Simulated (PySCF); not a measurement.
palladium atom (Pd), singlet (core potentials on Pd); PBE/def2-SVPD, TDDFT (PySCF).

Here is a job for PySCF.
```python
from pyscf import gto, scf, dft, tdscf

mol = gto.M(
    atom='''
Pd    0.00000000    0.00000000    0.00000000
''',
    basis='def2-svpd',
    ecp={'Pd': 'def2-svpd'},
    verbose=4,
)

mf = dft.RKS(mol)
mf.xc = 'pbe'
mf.kernel()
td = mf.TDDFT()
td.nstates = 5
td.kernel()
td.analyze(verbose=3)
```

Problem. Predict the main parts of the log of this PySCF run.

Solution. 
```
PySCF version 2.14.0

[INPUT] verbose = 4
[INPUT] num. atoms = 1
[INPUT] num. electrons = 18
[INPUT] charge = 0
[INPUT] spin (= nelec alpha-beta = 2S) = 0
[INPUT] symmetry False subgroup None
[INPUT] Mole.unit = angstrom
[INPUT] Symbol           X                Y                Z      unit          X                Y                Z       unit  Magmom
[INPUT]  1 Pd     0.000000000000   0.000000000000   0.000000000000 AA    0.000000000000   0.000000000000   0.000000000000 Bohr   0.0

nuclear repulsion = 0
number of shells = 12
number of NR pGTOs = 60
number of NR cGTOs = 34
basis = def2-svpd
ecp = {'Pd': 'def2-svpd'}

******** <class 'pyscf.dft.rks.RKS'> ********
method = RKS
initial guess = minao
damping factor = 0
level_shift factor = 0
DIIS = <class 'pyscf.scf.diis.CDIIS'>
diis_start_cycle = 1
diis_space = 8
diis_damp = 0
SCF conv_tol = 1e-09
SCF conv_tol_grad = None
SCF max_cycles = 50
direct_scf = True
direct_scf_tol = 1e-13
XC library pyscf.dft.libxc version 7.1.2
    S. Lehtola, C. Steigemann, M. J. T. Oliveira, and M. A. L. Marques,  SoftwareX 7, 1–5 (2018)
XC functionals = pbe
    J. P. Perdew, K. Burke, and M. Ernzerhof,  Phys. Rev. Lett. 77, 3865 (1996)
    J. P. Perdew, K. Burke, and M. Ernzerhof,  Phys. Rev. Lett. 78, 1396 (1997)
    J. P. Perdew, K. Burke, and M. Ernzerhof,  Phys. Rev. Lett. 77, 3865 (1996)
    J. P. Perdew, K. Burke, and M. Ernzerhof,  Phys. Rev. Lett. 78, 1396 (1997)
radial grids:
    Treutler-Ahlrichs [JCP 102, 346 (1995); DOI:10.1063/1.469408] (M4) radial grids

becke partition: Becke, JCP 88, 2547 (1988); DOI:10.1063/1.454033
pruning grids: <function nwchem_prune>
grids dens level: 3
symmetrized grids: False
atomic radii adjust function: <function treutler_atomic_radii_adjust>
small_rho_cutoff = 0
Set gradient conv threshold to 3.16228e-05
Initial guess from minao.
tot grids = 22176
init E= -117.138827658356
  HOMO = -1.00611953665233  LUMO = -0.606710868559562  gap/eV = 10.86846
cycle= 1 E= -127.120186586193  delta_E= -9.98  |g|= 1.49  |ddm|= 2.55
  HOMO = 0.219564790316272  LUMO = 0.225608558377546  gap/eV = 0.16446
cycle= 2 E= -111.833541485268  delta_E= 15.3  |g|= 4.52  |ddm|=   19
  HOMO = -0.423988174031874  LUMO = -0.288300805547266  gap/eV = 3.69224
cycle= 3 E= -127.752345368191  delta_E= -15.9  |g|= 0.552  |ddm|= 18.8

WARN: HOMO 0.0124202138361737 == LUMO 0.0124202138361765

cycle= 4 E= -126.896940072191  delta_E= 0.855  |g|= 1.79  |ddm|= 2.72

WARN: HOMO -0.0706976326782036 == LUMO -0.0703898421737363

cycle= 5 E= -127.279737381208  delta_E= -0.383  |g|= 1.23  |ddm|= 2.36

WARN: HOMO -0.103436326499607 == LUMO -0.103023554362916

cycle= 6 E= -127.381044966566  delta_E= -0.101  |g|= 1.05  |ddm|=  2.3
  HOMO = -0.115869613470552  LUMO = -0.110385173527446  gap/eV = 0.14924
cycle= 7 E= -127.845757515938  delta_E= -0.465  |g|= 0.0756  |ddm|= 2.36
  HOMO = -0.135129580349755  LUMO = -0.116252383330736  gap/eV = 0.51367
cycle= 8 E= -127.847330117689  delta_E= -0.00157  |g|= 0.0131  |ddm|= 0.305
  HOMO = -0.133807305984487  LUMO = -0.115911065939719  gap/eV = 0.48698
cycle= 9 E= -127.847486674036  delta_E= -0.000157  |g|= 0.0066  |ddm|= 0.135
  HOMO = -0.134018662570657  LUMO = -0.115831156851512  gap/eV = 0.49491
cycle= 10 E= -127.84749562052  delta_E= -8.95e-06  |g|= 0.00558  |ddm|= 0.0171
  HOMO = -0.133435676708179  LUMO = -0.1156211778894  gap/eV = 0.48476
cycle= 11 E= -127.847502769432  delta_E= -7.15e-06  |g|= 0.0021  |ddm|= 0.0132
  HOMO = -0.133239633099958  LUMO = -0.115539959363831  gap/eV = 0.48163
cycle= 12 E= -127.847503812281  delta_E= -1.04e-06  |g|= 0.000812  |ddm|= 0.00487
  HOMO = -0.133092341963977  LUMO = -0.11547968392247  gap/eV = 0.47926
cycle= 13 E= -127.847503998695  delta_E= -1.86e-07  |g|= 5.43e-05  |ddm|= 0.00206
  HOMO = -0.133101889382957  LUMO = -0.11548336900546  gap/eV = 0.47942
cycle= 14 E= -127.847504000306  delta_E= -1.61e-09  |g|= 7.36e-06  |ddm|= 0.000293
  HOMO = -0.133103475365762  LUMO = -0.115484054810695  gap/eV = 0.47945
cycle= 15 E= -127.847504000321  delta_E= -1.49e-11  |g|= 1.63e-07  |ddm|= 1.52e-05
  HOMO = -0.133103394180652  LUMO = -0.115484028938736  gap/eV = 0.47945
Extra cycle  E= -127.847504000321  delta_E= -1.42e-14  |g|= 3.28e-07  |ddm|= 1.37e-06
converged SCF energy = -127.847504000321

******** <class 'pyscf.tdscf.rks.CasidaTDDFT'> for <class 'pyscf.dft.rks.RKS'> ********
nstates = 5 singlet
deg_eia_thresh = 1.000e-03
wfnsym = None
conv_tol = 1e-05
eigh lindep = 1e-12
eigh level_shift = 0
eigh max_cycle = 100

Traceback (most recent call last):
  File "input.py", line 17, in <module>
  File "site-packages/pyscf/tdscf/rks.py", line 139, in kernel
  File "site-packages/pyscf/tdscf/_lr_eig.py", line 150, in eigh
RuntimeError: Not enough eigenvalues
```

The program stopped with an error.
